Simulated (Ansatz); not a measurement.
`C[SiH2][CH2][AlH2]` + `C#CC[CH2][GeH3]` → `C#CC[SiH2]C` + `[AlH2][CH2][CH2][GeH3]`  (redistribution)

Computed with Ansatz on PBE0-D4/def2-TZVP structures; ΔE is electronic, products minus reactants. CCSD(T)/CBS is the MP2 limit (def2-TZVPP, def2-QZVPP) plus CCSD(T) − MP2 in def2-TZVPP, frozen cores. For Ge outer-core shells are correlated without core-valence functions, which leaves a few kJ/mol of doubt a bond. Scalar relativity is left out up to krypton. Each species was taken in one conformer, which may not be the lowest.

`C[SiH2][CH2][AlH2]`:

Cartesian coordinates in Å:
```
C -0.964 -1.619 -0.227
Si -0.744 -0.090 0.830
C 0.020 1.302 -0.158
Al 1.910 0.998 -0.510
H -1.642 -1.417 -1.060
H -0.011 -1.953 -0.645
H -1.384 -2.441 0.357
H 0.149 -0.424 1.983
H -2.059 0.308 1.411
H -0.541 1.386 -1.095
H -0.101 2.238 0.398
H 3.014 1.765 0.334
H 2.352 -0.052 -1.618
```

`C#CC[CH2][GeH3]`:

Cartesian coordinates in Å:
```
C 1.566 0.589 2.706
C 0.876 0.658 1.726
C 0.051 0.706 0.530
C 0.082 -0.603 -0.261
Ge -1.026 -0.543 -1.877
H 2.176 0.536 3.576
H -0.978 0.948 0.820
H 0.390 1.536 -0.100
H -0.264 -1.427 0.367
H 1.108 -0.839 -0.553
H -0.952 -1.883 -2.628
H -0.537 0.582 -2.807
H -2.492 -0.260 -1.499
```

`C#CC[SiH2]C`:

Cartesian coordinates in Å:
```
C 0.284 1.233 2.327
C -0.388 0.538 1.613
C -1.136 -0.309 0.713
Si -0.011 -1.011 -0.643
C 0.820 0.366 -1.588
H 0.861 1.851 2.972
H -1.949 0.254 0.242
H -1.596 -1.140 1.257
H 0.996 -1.897 -0.001
H -0.858 -1.839 -1.548
H 0.082 0.995 -2.092
H 1.396 0.995 -0.906
H 1.498 -0.035 -2.344
```

`[AlH2][CH2][CH2][GeH3]`:

Cartesian coordinates in Å:
```
Al -0.499 -2.377 0.857
C -0.455 -0.715 -0.185
C 0.437 0.401 0.366
Ge 0.412 2.020 -0.744
H -1.406 -3.594 0.379
H 0.370 -2.513 2.182
H -1.491 -0.366 -0.294
H -0.157 -0.977 -1.211
H 0.133 0.687 1.378
H 1.476 0.071 0.451
H -1.029 2.558 -0.839
H 0.891 1.675 -2.168
H 1.317 3.130 -0.173
```

| species | CCSD(T)/CBS(def2) energy (Eh) |
| --- | --- |
| `C[SiH2][CH2][AlH2]` | -612.61937 |
| `C#CC[CH2][GeH3]` | -2233.06195 |
| `C#CC[SiH2]C` | -446.05248 |
| `[AlH2][CH2][CH2][GeH3]` | -2399.61834 |

(1) Work out ΔE.

Largest T1 diagnostic among the species: 0.011.

Answers

(1) ΔE = (-446.05248) + (-2399.61834) − (-612.61937) − (-2233.06195) = 0.01050 Eh = +27.6 kJ/mol.
